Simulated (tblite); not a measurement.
Compound: C₅H₈BrFO.
SMILES with atom numbers: `[F:1][C@H:2]([Br:3])[CH2:4][O:5][CH:6]1[CH2:7][CH2:8]1` (hydrogens: H9 on C2; H10, H11 on C4; H12 on C6; H13, H14 on C7; H15, H16 on C8)

Computed with GFN2-xTB (tblite), gas phase: L-BFGS steps from a force-field or distance-geometry start until the largest atomic force falls under 0.01 eV/Å.

The end geometry, which sets the zero of energy:
```
atom  x, y, z in Å
F1      3.4606   -0.8920   -0.2126
C2      2.4555   -0.0023   -0.3792
Br3     2.4816    1.2496    1.1120
C4      1.1103   -0.7050   -0.4297
O5      0.1450    0.2818   -0.6861
C6     -1.1618   -0.1058   -0.3718
C7     -2.0868    0.9666    0.1015
C8     -1.6068   -0.0808    1.0625
H9      2.6494    0.5787   -1.2859
H10     0.9209   -1.2162    0.5251
H11     1.1326   -1.4621   -1.2311
H12    -1.5461   -0.8904   -1.0210
H13    -3.1102    0.9422   -0.2374
H14    -1.6709    1.9564    0.1987
H15    -2.2965   -0.8389    1.3997
H16    -0.8846    0.2271    1.8031
```

Task: These geometries come from the run, each turned onto the end geometry. Order them by energy, lowest first.
A.
```
atom  x, y, z in Å
F1      3.4891   -0.9643   -0.6517
C2      2.5563   -0.0078   -0.4102
Br3     2.9792    0.8489    1.2974
C4      1.1625   -0.6289   -0.3680
O5      0.1627    0.3595   -0.4986
C6     -1.1552   -0.1264   -0.2993
C7     -2.1970    0.9088   -0.0131
C8     -1.7158    0.0060    1.0880
H9      2.6463    0.7702   -1.1756
H10     1.0226   -1.1976    0.5649
H11     1.0750   -1.3403   -1.2039
H12    -1.4785   -0.9911   -0.8989
H13    -3.2004    0.7524   -0.3905
H14    -1.8809    1.9414    0.0033
H15    -2.3903   -0.7557    1.4449
H16    -1.0833    0.4338    1.8591
```
B.
```
atom  x, y, z in Å
F1      3.4853   -0.9060   -0.6078
C2      2.4975   -0.0046   -0.4082
Br3     2.8407    0.9117    1.2735
C4      1.1385   -0.6827   -0.3700
O5      0.1807    0.3296   -0.5340
C6     -1.1301   -0.1036   -0.3028
C7     -2.1573    0.9325    0.0105
C8     -1.6937   -0.0091    1.0867
H9      2.5434    0.7497   -1.2012
H10     1.0093   -1.2251    0.5775
H11     1.0796   -1.4128   -1.1947
H12    -1.4135   -0.9523   -0.9233
H13    -3.1456    0.8086   -0.4065
H14    -1.8253    1.9569    0.0595
H15    -2.3621   -0.7836    1.4321
H16    -1.0551    0.3998    1.8564
```
C.
```
atom  x, y, z in Å
F1      3.4753   -0.8714   -0.2809
C2      2.4536    0.0079   -0.3878
Br3     2.5163    1.2151    1.1398
C4      1.1138   -0.7066   -0.4114
O5      0.1432    0.2689   -0.6902
C6     -1.1639   -0.1167   -0.3741
C7     -2.0793    0.9678    0.0931
C8     -1.6172   -0.0852    1.0564
H9      2.6111    0.6142   -1.2845
H10     0.9298   -1.1849    0.5612
H11     1.1307   -1.4899   -1.1879
H12    -1.5496   -0.9020   -1.0209
H13    -3.1018    0.9619   -0.2488
H14    -1.6467    1.9507    0.1911
H15    -2.3215   -0.8323    1.3861
H16    -0.9015    0.2113    1.8066
```
D.
```
atom  x, y, z in Å
F1      3.4662   -0.9502   -0.6431
C2      2.5254   -0.0022   -0.4065
Br3     2.9754    0.8453    1.2908
C4      1.1419   -0.6416   -0.3732
O5      0.1555    0.3480   -0.5236
C6     -1.1489   -0.1140   -0.2842
C7     -2.1936    0.9129   -0.0009
C8     -1.7235    0.0048    1.0952
H9      2.6334    0.7644   -1.1779
H10     1.0263   -1.1969    0.5698
H11     1.0903   -1.3540   -1.2131
H12    -1.4226   -0.9697   -0.8913
H13    -3.1819    0.7548   -0.4004
H14    -1.8784    1.9416    0.0080
H15    -2.3901   -0.7647    1.4502
H16    -1.0833    0.4305    1.8480
```
E.
```
atom  x, y, z in Å
F1      3.5031   -0.8564   -0.4652
C2      2.4690    0.0115   -0.3986
Br3     2.6854    1.0859    1.2146
C4      1.1324   -0.7113   -0.3829
O5      0.1558    0.2724   -0.6110
C6     -1.1559   -0.1295   -0.3344
C7     -2.1027    0.9590    0.0510
C8     -1.6707   -0.0492    1.0742
H9      2.5319    0.7001   -1.2470
H10     0.9778   -1.2296    0.5753
H11     1.1342   -1.4654   -1.1882
H12    -1.5043   -0.9397   -0.9724
H13    -3.1074    0.9219   -0.3378
H14    -1.6886    1.9512    0.1257
H15    -2.3813   -0.7907    1.4035
H16    -0.9865    0.2787    1.8410
```

Result: C (0.002 eV), E (0.010 eV), B (0.019 eV), D (0.041 eV), A (0.085 eV).

In the order of the answer:

```json
{"step": "57", "E above end (eV)": "0.002", "largest force (eV/Å)": "0.05", "rms force component (eV/Å)": "0.016", "rms distance from end (Å)": "0.035", "rms bond change (Å)": "0.001", "bond most changed (Å)": "C6–C8 -0.001"}
{"step": "41", "E above end (eV)": "0.010", "largest force (eV/Å)": "0.05", "rms force component (eV/Å)": "0.017", "rms distance from end (Å)": "0.125", "rms bond change (Å)": "0.001", "bond most changed (Å)": "C2–Br3 +0.003"}
{"step": "27", "E above end (eV)": "0.019", "largest force (eV/Å)": "0.09", "rms force component (eV/Å)": "0.026", "rms distance from end (Å)": "0.217", "rms bond change (Å)": "0.001", "bond most changed (Å)": "C7–C8 +0.003"}
{"step": "5", "E above end (eV)": "0.041", "largest force (eV/Å)": "0.17", "rms force component (eV/Å)": "0.054", "rms distance from end (Å)": "0.260", "rms bond change (Å)": "0.003", "bond most changed (Å)": "C2–C4 +0.006"}
{"step": "1", "E above end (eV)": "0.085", "largest force (eV/Å)": "0.62", "rms force component (eV/Å)": "0.147", "rms distance from end (Å)": "0.265", "rms bond change (Å)": "0.007", "bond most changed (Å)": "O5–C6 +0.020"}
```

What follows is the cost of the whole relaxation. Hardware: one thread of an Arm Neoverse V1, no GPU, shared host. Cost: 0.59 s wall.
